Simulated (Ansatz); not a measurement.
## Cost against result

Saddle point of Si₂H₄Cl₄, singlet (Si₂H₃Cl₃ ([SiH3][Si]([Cl])([Cl])[Cl]) + HCl → SiHCl₃ ([Cl][SiH]([Cl])[Cl]) + SiH₃Cl ([SiH3][Cl]); bonds formed: Si1–H6, Si2–Cl7; bonds broken: Si1–Si2, H6–Cl7), PBE0-D4/def2-TZVP structure:

```csv
atom,x (Å),y (Å),z (Å)
Si1,-0.9084,0.3950,-0.8758
Si2,0.7563,-0.7438,0.7681
Cl3,-0.3862,-0.5894,-2.5707
Cl4,-2.6365,-0.3221,-0.0912
Cl5,-1.1594,2.3575,-1.3210
H6,0.3755,0.8671,0.2564
Cl7,1.5160,1.6287,1.2405
H8,-0.0791,-1.7998,0.0988
H9,2.1312,-0.9870,0.3021
H10,0.3905,-0.8060,2.1928
```

Barriers are electronic and count from the start structure reached by relaxing down the imaginary mode.

Computed with Ansatz 0.2.0 (basis: as named in each row); correlated methods freeze the cores. B3LYP uses VWN-RPA correlation. Extrapolation: Hartree–Fock as exp(−7.88 √X), correlation as X^−2.97.

Times are rough, for one single point on 2 threads of a shared host (AMD EPYC 7R13), with one NVIDIA H100 (or a share of it) where marked.

The estimate by CCSD(T) at an estimated basis limit (MP2 extrapolated from triple and quadruple zeta, plus CCSD(T) − MP2 in triple zeta) is 189.2 kJ/mol.

```
      method       basis   time (s)  barrier (kJ/mol)  method less estimate
          HF      STO-3G    under 1             423.4                 234.3
      PBE-D4      STO-3G          1             248.3                  59.1
       SPW92    def2-SVP          2             136.6                 -52.5
      PBE-D4    def2-SVP          3             162.6                 -26.5
    B3LYP-D4       6-31G          4             248.4                  59.2
       SPW92  def2-TZVPP          4             125.6                 -63.6
     PBE0-D4    def2-SVP          4             185.1                  -4.1
      PBE-D4  def2-TZVPP          7             150.5                 -38.6
     BLYP-D4  def2-TZVPP          7             168.2                 -21.0
   r2SCAN-D4  def2-TZVPP         12             160.0                 -29.1
    B3LYP-D4  def2-TZVPP         13             183.0                  -6.2
    BHLYP-D4  def2-TZVPP         14             205.4                  16.3
         MP2  def2-QZVPP  15 (H100)             180.3                  -8.9
CAM-B3LYP-D4  def2-TZVPP         15             195.9                   6.7
     wB97M-V    def2-SVP         16             198.2                   9.0
     PBE0-D4  def2-TZVPP         16             169.9                 -19.2
  r2SCAN0-D4  def2-TZVPP         16             174.6                 -14.5
     CCSD(T)    def2-SVP         18             230.2                  41.0
  RPA on PBE  def2-TZVPP         18             196.0                   6.8
     CCSD(T)  def2-TZVPP  18 (H100)             197.2                   8.0
      B97M-V  def2-TZVPP         23             176.5                 -12.7
      B2PLYP  def2-TZVPP         26             191.0                   1.8
    PBE-QIDH  def2-TZVPP         26             184.0                  -5.1
     wB97X-V  def2-TZVPP         28             195.4                   6.2
     wB97M-V  def2-TZVPP         30             184.6                  -4.6
```

All methods are single points on the PBE0-D4 structures.

The T1 diagnostic stays at or below 0.012.

Labels in which every atom is bracketed show which atoms are joined, not bond orders.
